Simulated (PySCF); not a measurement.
First SCF of a structure search on doublet WNF₂, at a hand-made T-shaped (ligand arrangement 1) geometry. PySCF input:

```python
from pyscf import gto, scf, dft
mol = gto.M(atom='''
W      0.000000     0.000000     0.000000
N     -1.798900     0.000000     0.062800
F      0.000000     0.000000     2.010000
F      2.008800     0.000000     0.070100''',
    basis={'W': 'def2-TZVP', 'N': 'def2-TZVP', 'F': 'def2-TZVP'},
    ecp={'W': 'def2-TZVP'},
    charge=0, spin=1)
mf = dft.UKS(mol, xc='PBE0')
mf.grids.atom_grid = (50, 194)
aux = {'W': 'def2-universal-JKFIT', 'N': 'def2-universal-JKFIT', 'F': 'def2-universal-JKFIT'}
mf = mf.density_fit(auxbasis=aux)
mf.conv_tol = 1e-08
mf.diis_space = 10
mf.max_cycle = 60
mf.init_guess = 'minao'
mf.verbose = 4
mf.kernel()
```

Excerpt of the output (cycles alone):

```
init E= -301.483142994482
cycle= 1 E= -320.639650675342  delta_E= -19.2  |g|= 1.24  |ddm|= 5.83
cycle= 2 E= -309.405915049556  delta_E= 11.2  |g|= 4.61  |ddm|= 3.71
cycle= 3 E= -321.142233976081  delta_E= -11.7  |g|= 0.677  |ddm|= 3.24
cycle= 4 E= -321.132614478758  delta_E= 0.00962  |g|= 0.725  |ddm|=  0.7
cycle= 5 E= -321.301027790208  delta_E= -0.168  |g|= 0.225  |ddm|= 0.395
cycle= 6 E= -321.320353855174  delta_E= -0.0193  |g|= 0.0674  |ddm|= 0.133
cycle= 7 E= -321.322135789445  delta_E= -0.00178  |g|= 0.0251  |ddm|= 0.0533
cycle= 8 E= -321.322504038061  delta_E= -0.000368  |g|= 0.00479  |ddm|= 0.0216
cycle= 9 E= -321.322650325006  delta_E= -0.000146  |g|= 0.00392  |ddm|= 0.0216
cycle= 10 E= -321.322755195336  delta_E= -0.000105  |g|= 0.00256  |ddm|= 0.0198
cycle= 11 E= -321.322826850426  delta_E= -7.17e-05  |g|= 0.00193  |ddm|= 0.0214
cycle= 12 E= -321.322848974662  delta_E= -2.21e-05  |g|= 0.00108  |ddm|= 0.0111
cycle= 13 E= -321.32285613055  delta_E= -7.16e-06  |g|= 0.000374  |ddm|= 0.0088
cycle= 14 E= -321.322856593453  delta_E= -4.63e-07  |g|= 0.000236  |ddm|= 0.00149
cycle= 15 E= -321.322856766986  delta_E= -1.74e-07  |g|= 0.000151  |ddm|= 0.000897
cycle= 16 E= -321.322856841807  delta_E= -7.48e-08  |g|= 4.15e-05  |ddm|= 0.000699
cycle= 17 E= -321.322856851096  delta_E= -9.29e-09  |g|= 2.72e-05  |ddm|= 0.000213
Extra cycle  E= -321.3228568509  delta_E= 1.96e-10  |g|= 7e-05  |ddm|= 7.65e-05
converged SCF energy = -321.3228568509  <S^2> = 0.79801621  2S+1 = 2.0474533
```

No lower solution of this spin was found from smeared starts or by a stability analysis within the unrestricted form.

Other spin states or occupations of the open shell can lie lower. Spin–orbit coupling, left out here, can matter for elements this heavy.

The search for the lowest solution, 3 starts and the stability check together, took 18 s on 4 threads of a shared Arm Neoverse V1 host, with 133 basis functions; the process peaked at 0.59 GiB.
